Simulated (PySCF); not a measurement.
`InChI=1S/C3H11FSi3/c1-2-7-3(4)5-6-7/h3,7H,2,5-6H2,1H3/t3-,7-/m0/s1`

Geometry (Å), atoms numbered from 1 in this order:
```xyz
18

C     1.9943   -0.5747    0.6044
C     1.7534   -0.1961   -0.8522
Si    0.0179    0.5380   -1.1412
Si   -0.8802    1.7987    0.6253
Si   -2.1185   -0.1605    0.9636
C    -1.3533   -0.8003   -0.7170
F    -0.8541   -2.1022   -0.6279
H     1.9165    0.2977    1.2512
H     1.2642   -1.3114    0.9314
H     2.9871   -1.0035    0.7339
H     2.5131    0.5206   -1.1698
H     1.8825   -1.0845   -1.4729
H    -0.0668    0.9327   -2.5591
H    -1.6398    3.0054    0.2691
H    -0.0013    2.2609    1.7102
H    -1.7264   -1.0827    2.0315
H    -3.5853   -0.1778    0.9146
H    -2.1119   -0.8539   -1.5067
```

Computed with PySCF, TDDFT LC-wPBE/def2-SVPD circular dichroism and optical rotation, one conformer, gas phase. Geometry: GFN2-xTB.

The molecule is flexible and this is one conformer; a measurement averages over conformers.

Stereocentres: Si3 S, C6 S.

Problem. What is the specific rotation at 633, 589.3, 546, 436, 405, 365, 355 nm?

Solution. [α] in deg dm⁻¹ (g/mL)⁻¹:
```csv
λ (nm),origin-invariant length gauge,modified velocity gauge,length gauge (centre of mass),isotropic polarisability (au)
633,-101.8,-102.2,-103.8,120.1
589.3,-119.8,-120.3,-122.2,120.7
546,-143.1,-143.6,-145.9,121.4
436,-248.8,-249.1,-253.7,124.5
405,-302.1,-302.1,-308.0,125.9
365,-403.2,-402.5,-411.1,128.3
355,-437.1,-436.1,-445.7,129.1
```

Problem. And for the mirror image at 589.3 nm?

Solution. +119.8 deg dm⁻¹ (g/mL)⁻¹ (origin-invariant length gauge): the same size and the opposite sign.

Problem. What is the molar rotation [Φ] = [α]·M/100 of the geometry above at 589.3 nm?

Solution. With M = 150.37 g/mol, -180.2 deg cm² dmol⁻¹ (origin-invariant length gauge).

The first excitation lies at 5.32 eV (233 nm) with R = +0.7 × 10⁻⁴⁰ esu² cm² (velocity form).
